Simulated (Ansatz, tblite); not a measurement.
Removing and adding an electron: Sn(vinyl)3Br (C₆H₉BrSn). Total charge 0; singlet. Geometry: PBE-D4/def2-SVP. Ansatz, gas phase; energy differences of separate SCF runs; the oxidised species was run as a doublet alone; the reduced species was run as a doublet alone.

Cartesian coordinates in Å:
```
Sn -0.054 0.051 0.043
C -1.809 0.304 -1.184
C -1.962 -0.328 -2.360
H -2.599 0.983 -0.814
H -1.194 -1.013 -2.760
H -2.867 -0.188 -2.979
C -0.458 -0.883 1.944
C 0.034 -2.090 2.273
H -1.095 -0.331 2.660
H 0.673 -2.668 1.582
H -0.180 -2.555 3.252
C 1.151 1.832 0.201
C 2.392 1.909 -0.309
H 0.713 2.701 0.725
H 2.860 1.059 -0.838
H 2.999 2.829 -0.220
Br 1.397 -1.613 -1.217
```

In the def2 sets Sn takes a core potential; there is no spin–orbit coupling. The xTB rows come from tblite. HOMO above LUMO, or a gap near zero within one spin, warns that the state may not be the lowest or that an electron is smeared out.

| level | −HOMO (eV) | vertical IE (eV) | −LUMO (eV) | vertical EA (eV) | HOMO–LUMO gap (eV) | IE − EA (eV) | remarks |
| --- | --- | --- | --- | --- | --- | --- | --- |
| GFN1-xTB | 11.45 | 13.90 | 7.43 | 5.06 | 4.02 | 8.84 | – |
| GFN2-xTB | 10.75 | 13.11 | 6.99 | 4.70 | 3.75 | 8.41 | – |
| PBE-D4/def2-TZVP | 6.62 | 8.86 | 1.69 | – | 4.93 | – | gap within one spin near zero (+1 doublet) |
| PBE0-D4/def2-TZVP | 7.76 | 9.29 | 0.72 | – | 7.04 | – | – |
| PBE0-D4/def2-TZVPD | 7.78 | – | 0.79 | -0.49 | 6.99 | – | HOMO above zero (-1 doublet) |
| CAM-B3LYP-D4/def2-TZVP | 9.06 | 9.63 | -0.39 | – | 9.45 | – | – |
| CAM-B3LYP-D4/def2-TZVPD | 9.08 | – | -0.16 | -0.61 | 9.24 | – | HOMO above zero (-1 doublet) |

Run but left out: PBE-D4/def2-TZVPD (charge -1 doublet: an occupied level 0.07 eV above an empty one).   A HOMO above zero means that the electron is unbound at that level or that self-interaction error raises the level; the energy of removing that electron tells which. Raw xTB energy differences between charge states are shifted by several eV; the methods need an empirical correction for them. A negative affinity means that the extra electron isn't bound; its size then hangs on the basis.
